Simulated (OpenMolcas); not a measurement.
Ne+: thermal populations, worked from levels

- Program: OpenMolcas 26.06
- Basis: ANO-RCC-VQZP [5s4p3d2f1g]
- Scalar Hamiltonian: DKH2, point nucleus
- Active space: 5 electrons in 9 orbitals (RAS2 2p; RAS3 3s 3d, at most 1 electron)
- State averaging: 2S+1 = 2 odd, 3 roots; 2S+1 = 4 even, 3 roots; 2S+1 = 2 even, 8 roots
- Spin-orbit coupling: state interaction with AMFI integrals over the reference wave functions, term energies averaged over their components

Methods: RASSCF; SS-RASPT2, IPEA 0.25 Eh, imaginary shift 0.1 Eh (closed shells correlated: 1s 2s). Measured levels: NIST Handbook of Basic Atomic Spectroscopic Data.

**Thermal populations.** Z = Σ (2J + 1) exp(-E/kT) with k = 0.695035 cm-1/K, over the levels below. No other level of either list lies under 90000 cm-1, which is above 7 kT at each temperature.

```
          Level  2J + 1  SS-RASPT2  measured
2s2 2p5 2P* 3/2       4        0.0       0.0
2s2 2p5 2P* 1/2       2        779       780
```

```csv
T (K),"Z, SS-RASPT2","Z, measured levels","Ground level (%), SS-RASPT2","Ground level (%), measured levels"
5000,5.598,5.598,71.4,71.5
8000,5.739,5.738,69.7,69.7
12000,5.822,5.821,68.7,68.7
```

At 12000 K, kT = 8340 cm-1, and the computed levels give Z = 4.000 + 1.822 = 5.822.

Without dynamic correlation excited terms often stand tens of per cent too high (terms of higher spin than the ground term too low), and those without a measured partner can miss by more than the paired ones (holds for RASSCF). Computed and measured levels are paired by configuration, term and J; levels that our copy of the source lacks, or whose pairing is in doubt (as where it misses far off the trend of its configuration), stay unpaired and out of the deviations. Levels of configurations outside the active space are missing.

* marks odd parity.
